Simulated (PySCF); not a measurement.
## How methods differ on the excitation energy of Tl

Tl [Xe] 4f14 5d10 6s2 6p1 (2P) → Tl [Xe] 4f14 5d10 6s2 6d1 (2D), as a difference of total energies. Computed with PySCF 2.14 in aug-cc-pwCVDZ-PP with ECP60MDF (6s5p4d1f, 48 functions), with a scalar-relativistic core potential. Correlated levels: valence: 5s2 5p6 5d10 frozen; valence and next inner shell: nothing frozen outside the core potential. The calculations carry no spin-orbit coupling.

| method | excitation energy (eV) |
| --- | --- |
| UHF | 4.319 |
| LDA | 4.183 |
| PBE | 3.928 |
| PBE0 | 4.093 |
| r2SCAN | 4.207 |
| B2PLYP | 4.216 |
| PBEsol | 4.006 |
| r2SCANh | 4.258 |
| MN15 | 4.727 |
| MP2 (valence) | 4.365 |
| SCS-MP2 (valence) | 4.350 |
| MP2 (valence and next inner shell) | 4.395 |
| SCS-MP2 (valence and next inner shell) | 4.331 |

Errors of the correlated levels include the incompleteness of this basis and the frozen core.

The promoted electron is Rydberg-like, and one or two diffuse shells describe it only roughly, which tends to raise the upper state.

In the upper state the promoted electron has a positive orbital energy at LDA, r2SCAN, PBEsol, MN15, so the basis confines it.

Which method comes closest to the reference value, and which is furthest?

The reference is 3.840 eV (measured; NIST levels, between the centres of gravity of the two terms). Closest: PBE (error 0.088 eV); furthest: MN15 (error 0.887 eV).
